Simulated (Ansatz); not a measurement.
CuF₂: single points at one geometry.

```yaml
crystal:
  periodic: [false, false, false]
  atoms:
    - {symbol: Cu, position_ang: [0.442458, 0.274682, -0.634416]}
    - {symbol: F, position_ang: [-0.490680, 1.132505, 0.679090]}
    - {symbol: F, position_ang: [0.048222, -1.407187, -0.044674]}
basis:
  gaussian: {orbitals: def2-TZVP, initial_orbitals: start.molden}
magnetization: {spin_polarized: true, initial_magnetization: 3}
hamiltonian: {xc: pbe0, dispersion: d4}
output: {orbitals: {seedname: orbitals}}
```

The file start.molden holds the orbitals of an earlier run on this structure, at another level or in another basis.

```sh
$ ansatz run in.yaml --threads 4 --pin off --events-out ev --progress --plain --max-ram 3916MiB
```

Output, abridged:

```
Functional definition: PBE0
  name "PBE0"
  cite "Adamo & Barone, J. Chem. Phys. 110, 6158 (1999) doi:10.1063/1.478522"
  cite "Perdew, Burke & Ernzerhof, Phys. Rev. Lett. 77, 3865 (1996) doi:10.1103/PhysRevLett.77.3865"
  parent pbe
  parameter a = 0.25
  parameter kappa = 0.804
  parameter beta = 0.06672455060314922
  exchange = (1 - a)*pbe_x(kappa = kappa, mu = beta*pi^2/3) + a*exact_x
  correlation = pbe_c(beta = beta)
854 factors; their error is unknown
mean field evaluation 1: about -50059.7201 eV, gradient 7.5e0 eV
mean field evaluation 2: about -50059.9763 eV, gradient 5.9e-1 eV
mean field evaluation 4: about -50059.9929 eV, gradient 8.6e-3 eV
mean field evaluation 8: about -50060.0571 eV, gradient 1.3e-5 eV
mean field evaluation 16: about -49979.3680 eV, gradient 1.8e2 eV
mean field evaluation 32: about -50059.8441 eV, gradient 2.1e-1 eV
mean field evaluation 64: about -50059.9511 eV, gradient 2.5e-6 eV
mean field evaluation 96: about -50059.9512 eV, gradient 8.3e-2 eV
mean field evaluation 128: about -50059.8063 eV, gradient 5.3e0 eV
mean field -50060.05708000 eV, -1839.6731657646 hartree, gradient 2.9e-6 eV, S^2 3.760263; 8 other end points of the search recorded, 0 dependent functions left out
reference -50060.05712171 eV, -1839.6731672974 hartree; 25, 22 occupied and 82, 85 virtual orbitals, 854 factors
Total energy: -50060.08278800 eV, -1839.6741105160 hartree
```

It took 16 s on 4 threads of Arm Neoverse V2 on a shared host.

First input, but with `gaussian: {orbitals: 6-31G}`, `hamiltonian: {xc: hf}`, `scf: {omitted_lower_state_checks: [starts]}` (abridged; 0.35 s):

```
Functional definition: HF
mean field evaluation 16: about -49997.7725 eV, gradient 5.5e-1 eV
mean field evaluation 32: about -49998.8530 eV, gradient 6.0e-6 eV
mean field -49998.85301685 eV, -1837.4239579296 hartree, gradient 2.5e-6 eV, S^2 3.753872
Total energy: -49998.85301685 eV, -1837.4239579296 hartree
Checks for a lower state left out: starts
```

As the first input, with `hamiltonian: {xc: r2scan, dispersion: d4}`, `scf: {omitted_lower_state_checks: [starts]}` (abridged; 10 s):

```
Functional definition: r2SCAN
mean field evaluation 16: about -50070.1696 eV, gradient 1.7e0 eV
mean field evaluation 32: about -50070.1851 eV, gradient 2.4e-5 eV
mean field -50070.18508059 eV, -1840.0453629211 hartree, gradient 5.2e-6 eV, S^2 3.757018; 2 other end points of the search recorded, 0 dependent functions left out
Total energy: -50070.19178325 eV, -1840.0456092397 hartree
Checks for a lower state left out: starts
```

As the first input, with `gaussian: {orbitals: 6-31G}`, `hamiltonian: {xc: {name: B3LYP}, dispersion: d4}`, `scf: {omitted_lower_state_checks: [starts]}` (abridged; 3 s):

```
Functional definition: B3LYP
mean field evaluation 16: about -50062.8611 eV, gradient 5.3e-2 eV
mean field evaluation 32: about -50062.8931 eV, gradient 1.6e0 eV
mean field evaluation 64: about -50062.9347 eV, gradient 2.8e-1 eV
mean field -50062.93935215 eV, -1839.7790873125 hartree, gradient 4.6e-6 eV, S^2 3.756272; 2 other end points of the search recorded, 0 dependent functions left out
Total energy: -50062.99077453 eV, -1839.7809770501 hartree
Checks for a lower state left out: starts
```

First input, but with `hamiltonian: {xc: {name: wB97M-V}}`, `scf: {omitted_lower_state_checks: [starts]}` (abridged; 29 s):

```
Functional definition: wB97M-V
mean field evaluation 16: about -50067.6958 eV, gradient 5.0e0 eV
mean field evaluation 32: about -50067.7661 eV, gradient 1.4e-1 eV
mean field -50067.80263549 eV, -1839.9578096788 hartree, gradient 5.0e-6 eV, S^2 3.762350; 2 other end points of the search recorded, 0 dependent functions left out
Total energy: -50067.80268860 eV, -1839.9578116305 hartree
Checks for a lower state left out: starts
```

First input, but with `gaussian: {orbitals: def2-TZVPP, initial_orbitals: start.molden}`, `correlation: {method: ccsd_t, frozen_orbitals: {Cu: 9, F: 1}}`, `scf: {omitted_lower_state_checks: [starts, cluster_reference]}` and without the key `hamiltonian` (abridged; 14 s):

```
Functional definition: HF
mean field evaluation 16: about -50009.0726 eV, gradient 2.1e-6 eV
mean field evaluation 32: about -50009.1689 eV, gradient 2.1e-4 eV
mean field -50009.16888092 eV, -1837.8030589418 hartree, gradient 2.4e-6 eV, S^2 3.757440; 1 other end points of the search recorded, 0 dependent functions left out
11 core orbitals not correlated: weight in the atoms' cores, before any rotation towards them, 1.000 or more for the frozen orbitals, at most 0.000 for the correlated occupied ones
second order -22.99895718 eV of doubles, -0.00000000 eV of singles
cycle   1  -21.95295456 eV  change     1.0e0 eV  update   1.2e-1
cycle   2  -22.50568819 eV  change   -5.5e-1 eV  update   4.6e-2
cycle   3  -22.65627127 eV  change   -1.5e-1 eV  update   3.5e-2
cycle   4  -22.68302747 eV  change   -2.7e-2 eV  update   2.1e-2
cycle   5  -22.69289705 eV  change   -9.9e-3 eV  update   1.5e-2
cycle   6  -22.72670637 eV  change   -3.4e-2 eV  update   8.6e-3
cycle   7  -22.74092340 eV  change   -1.4e-2 eV  update   4.8e-3
cycle   8  -22.74437471 eV  change   -3.5e-3 eV  update   3.0e-3
[...]
cycle  16  -22.74855412 eV  change   -6.0e-4 eV  update   4.1e-4
cycle  17  -22.74868178 eV  change   -1.3e-4 eV  update   3.0e-4
cycle  18  -22.74871593 eV  change   -3.4e-5 eV  update   1.5e-4
cycle  19  -22.74882712 eV  change   -1.1e-4 eV  update   1.1e-4
cycle  20  -22.74884338 eV  change   -1.6e-5 eV  update   8.6e-5
cycle  21  -22.74887808 eV  change   -3.5e-5 eV  update   6.7e-5
cycle  22  -22.74886710 eV  change    1.1e-5 eV  update   5.9e-5
cycle  23  -22.74884868 eV  change    1.8e-5 eV  update   4.3e-5
cycle  24  -22.74882180 eV  change    2.7e-5 eV  update   3.3e-5
cycle  25  -22.74884800 eV  change   -2.6e-5 eV  update   2.7e-5
cycle  26  -22.74886195 eV  change   -1.4e-5 eV  update   2.3e-5
perturbative correction -0.67796229 eV, -0.0249146547 hartree
Total energy: -50032.59570517 eV, -1838.6639788535 hartree
Checks for a lower state left out: starts, cluster_reference
```

First input, but with `correlation: {method: mp2, frozen_orbitals: {Cu: 9, F: 1}}`, `scf: {omitted_lower_state_checks: [starts]}` and without the key `hamiltonian` (abridged; 1.9 s):

```
Functional definition: HF
mean field evaluation 16: about -50008.8321 eV, gradient 1.4e-6 eV
mean field evaluation 32: about -50008.9272 eV, gradient 2.4e-4 eV
mean field -50008.92722121 eV, -1837.7941781112 hartree, gradient 3.0e-6 eV, S^2 3.757346; 1 other end points of the search recorded, 0 dependent functions left out
11 core orbitals not correlated: weight in the atoms' cores, before any rotation towards them, 1.000 or more for the frozen orbitals, at most 0.000 for the correlated occupied ones
second order -21.11896634 eV of doubles, -0.00000000 eV of singles
Total energy: -50030.04618755 eV, -1838.5702858093 hartree
Checks for a lower state left out: starts
```

Geometry: PBE-D4/def2-TZVP.

The 6-31G sets use Cartesian d functions. B3LYP takes the VWN-RPA correlation. Correlated methods freeze 11 core orbitals. At PBE0-D4/def2-TZVP a doublet of charge 0 lies 5.32 eV below the quartet, each at its own geometry. The structure comes from a short search, and lower isomers may exist.
